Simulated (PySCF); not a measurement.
A species of formula C5H3FO2 has this rotational fingerprint, computed with CAM-B3LYP/def2-SVPD in PySCF (dipole) on a GFN2-xTB geometry, gas phase:

* Rotational constants: A = 5196, B = 1619, C = 1235 MHz
* Dipole components: |μa| = 4.51 D, |μb| = 1.60 D, |μc| = 0.00 D
* Inertial defect: 0.00 u·Å²
* κ: -0.81

Question: Which candidate fits, each taken in the one conformer that was computed?
A. `[CH:1]#[C:2]/[CH:3]=[C:4](\[F:5])[C:6](=[O:7])[OH:8]` with C3–C4–C6–O7 180°, C4–C6–O8–H 180°
B. `[O:1]=[CH:2][c:3]1[cH:4][o:5][c:6]([F:7])[cH:8]1` with O1–C2–C3–C4 0°
C. `[O:1]=[C:2]1[CH:3]=[CH:4][C:5](=[O:6])[CH:7]1[F:8]` with O1–C2–C3–C4 -168°, C3–C4–C5–O6 169°, C4–C5–C7–F8 139°, O1–C2–C7–C5 163°
D. `[O:1]=[C:2]([F:3])[c:4]1[cH:5][cH:6][cH:7][o:8]1` with O1–C2–C4–C5 180°

Answer: D. It is O=C(F)c1ccco1, an asymmetric top, point group Cs. The candidates at the same level (rigid rotor, commonest isotopes):

| SMILES | A (MHz) | B (MHz) | C (MHz) | μa (D) | μb (D) | μc (D) | Δ (u·Å²) | point group | rotor |
| --- | --- | --- | --- | --- | --- | --- | --- | --- | --- |
| C#C/C=C(\F)C(=O)O | 5103 | 1228 | 989.8 | 1.11 | 2.94 | 0.00 | 0.00 | Cs | asymmetric top |
| O=C(F)c1ccco1 | 5196 | 1619 | 1235 | 4.51 | 1.60 | 0.00 | 0.00 | Cs | asymmetric top |
| O=C1C=CC(=O)C1F | 3313 | 2195 | 1362 | 0.00 | 4.02 | 1.40 | -11.74 | Cs | asymmetric top |
| O=Cc1coc(F)c1 | 7532 | 1229 | 1057 | 1.40 | 1.20 | 0.00 | 0.00 | Cs | near-prolate asymmetric top |

`O=Cc1coc(F)c1` has A 45 % too high; `O=C1C=CC(=O)C1F` has A 36 % too low; `C#C/C=C(\F)C(=O)O` has B 24 % too low. In the right answer the mirror of this Cs structure is the ab plane, so μc vanishes by symmetry. No structure here is proved a minimum.
